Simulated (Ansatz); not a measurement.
Job for Ansatz (a quantum-chemistry and plane-wave program): R-CCSD(T)/cc-pVDZ on CH7GeN (SMILES [CH3][GeH2][NH2]), a point of a torsion scan. The run froze 16 orbitals, filled d shells among them.

Ansatz 0.2 input:
```yaml
crystal:
  periodic: [false, false, false]
  atoms:
    - {symbol: C, position_ang: [1.31062308, 0.56517981, -0.01205300]}
    - {symbol: Ge, position_ang: [-0.13302033, -0.78780044, -0.08821930]}
    - {symbol: N, position_ang: [-0.14473677, -1.97833270, 1.28305119]}
    - {symbol: H, position_ang: [2.28703755, 0.08606458, -0.02472319]}
    - {symbol: H, position_ang: [1.25760987, 1.24301058, -0.85760836]}
    - {symbol: H, position_ang: [1.23598987, 1.15549456, 0.89848787]}
    - {symbol: H, position_ang: [-0.02527206, -1.63109514, -1.32517981]}
    - {symbol: H, position_ang: [-1.48759774, -0.14273395, -0.04512393]}
    - {symbol: H, position_ang: [-0.31804504, -1.59605050, 2.20234032]}
    - {symbol: H, position_ang: [0.65749515, -2.58949495, 1.34854208]}
basis:
  gaussian:
    orbitals: cc-pVDZ
magnetization: {spin_polarized: false}
correlation: {method: ccsd_t, electrons: outside_noble_gas}
scf: {lower_state_search: off}
```

Problem. Predict the final total energy.

Solution. -2172.2167 hartree (reference determinant -2171.7360, T1 diagnostic 0.009).
